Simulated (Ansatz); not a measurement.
Reaction (ligand exchange at the Si–Cl bond): `Cl[SiH2][SeH]` + PH₃ → `P[SiH2][SeH]` + HCl

Computed with Ansatz on PBE0-D4/def2-TZVP structures; ΔE is electronic, products minus reactants. CBS: MP2 limit from def2 TZ/QZ plus the TZ coupled-cluster correction, frozen cores. This one scheme is used for every species. DFT in def2-TZVPP. For Se outer-core shells are correlated without core-valence functions, which leaves a few kJ/mol of doubt a bond. Scalar relativity is left out up to krypton. Each species was taken in one conformer, which may not be the lowest.

Problem. Is it downhill or uphill in electronic energy at CCSD(T)/CBS, and by how much? (Estimate.)

Solution. The calculation gave: Uphill: ΔE = +0.71 eV.

Problem. What do these levels give: PBE, revPBE, HF/def2-SVP, CCSD/def2-SVP, CCSD(T)/def2-SVP, MP2/def2-TZVPP? (Estimate.)

Solution. The calculation gave: PBE 0.64, revPBE 0.65, HF/def2-SVP 0.86, CCSD/def2-SVP 0.72, CCSD(T)/def2-SVP 0.70, MP2/def2-TZVPP 0.73 eV.

Largest T1 diagnostic among the species: 0.013.

Leaving LDA and LC-ωPBE aside and taking each functional with its dispersion term where it has one, the values, not all of them listed here, spread over 0.17 eV, from revPBE-D4 to BHLYP-D4. LDA lies −0.03 eV from PBE without D4. In def2-TZVPP, CCSD(T) changes the Hartree–Fock value by −0.20 eV (the triples alone add −0.03 eV) and MP2 by −0.17 eV.
